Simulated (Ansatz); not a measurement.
Ansatz (a first-principles code) input:

Ansatz 0.2 input:
```yaml
crystal:
  periodic: [false, false, false]
  atoms:
    - {symbol: C, position_ang: [-0.39279785, 0.73414642, 0.86074703]}
    - {symbol: F, position_ang: [-0.84589899, 1.81629201, 0.23090234]}
    - {symbol: Br, position_ang: [0.27968122, -0.62004059, -0.25708204]}
    - {symbol: H, position_ang: [0.18103539, 0.94991419, 1.75526835]}
basis:
  gaussian:
    orbitals: def2-TZVPD
hamiltonian:
  xc: {name: PBE-QIDH}
magnetization: {spin_polarized: true, initial_magnetization: 1}
correlation: {electrons: outside_noble_gas}
```

**Question.** What final total energy does it print?

**Answer.** -2711.88209 Eh (PBE-QIDH/def2-TZVPD). The basis has 143 functions.

It need not be the lowest isomer of its formula.
